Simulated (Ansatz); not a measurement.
```yaml
crystal:
  periodic: [false, false, false]
  atoms:
    - {symbol: Si, position_ang: [-2.542611, 1.446421, -1.804581]}
    - {symbol: Si, position_ang: [-0.791932, -1.528107, 0.286313]}
    - {symbol: C, position_ang: [2.691787, -1.219926, 2.046281]}
    - {symbol: O, position_ang: [2.834668, -2.571193, -0.525343]}
    - {symbol: H, position_ang: [-3.683789, 0.567721, -4.362426]}
    - {symbol: H, position_ang: [-4.628685, 2.857094, -0.074395]}
    - {symbol: H, position_ang: [-1.001678, 3.843001, -2.671753]}
    - {symbol: H, position_ang: [-1.088284, -4.042007, 1.842877]}
    - {symbol: H, position_ang: [4.139456, 1.004920, 1.998036]}
    - {symbol: H, position_ang: [3.858877, -2.187773, 2.992133]}
basis:
  gaussian: {orbitals: def2-mTZVP, final_grid: {core_spheres: 20, valence_spheres: 16, degree: 47}, nuclear_model: gaussian}
hamiltonian: {xc: {name: HF}}
correlation: {method: rpa}
```

```sh
$ ansatz run in.yaml --threads 2 --pin off --events-out ev --progress --plain --max-ram 4352MiB
```

Shortened log:

```
Functional definition: HF
  name "HF"
  cite "Fock, Z. Phys. 61, 126 (1930) doi:10.1007/BF01340294"
  parent pbe
  exchange = exact_x
  correlation = 0
967 factors; integrals over basis functions are off by at most 2.7e-4 eV
mean field evaluation 1: about -18816.4208 eV, gradient 7.6e1 eV
mean field evaluation 2: about -18816.4421 eV, gradient 7.6e1 eV
mean field evaluation 4: about -18824.8768 eV, gradient 5.7e1 eV
mean field evaluation 8: about -18831.1653 eV, gradient 4.1e1 eV
mean field evaluation 16: about -18848.0910 eV, gradient 5.4e-2 eV
mean field evaluation 64: about -18848.1683 eV, gradient 3.9e-1 eV
mean field evaluation 192: about -18848.0909 eV, gradient 9.3e-1 eV
mean field evaluation 224: about -18848.1721 eV, gradient 1.1e-1 eV
mean field -18848.17375634 eV, -692.6576097944 hartree, gradient 2.8e-6 eV, S^2 0.000000; 9 other end points of the search recorded, 0 dependent functions left out; unrestricted orbitals would lower it
mean field evaluation 256: about -18861.8393 eV, gradient 1.2e0 eV
unrestricted determinant -18861.84442872 eV, -693.1599977379 hartree, S^2 6.2158
12 core orbitals not correlated: weight in the atoms' cores, before any rotation towards them, 1.000 or more for the frozen orbitals, at most 0.000 for the correlated occupied ones
reference -18848.17375634 eV, -692.6576097944 hartree; 12, 12 occupied and 81, 81 virtual orbitals, 967 factors
Total energy: -18865.51227466 eV, -693.2947885903 hartree
```

What is wrong with this run?

The coordinates are in bohr but typed as ångström. Self-consistency was reached. The result belongs to that input, not to the molecule as meant.
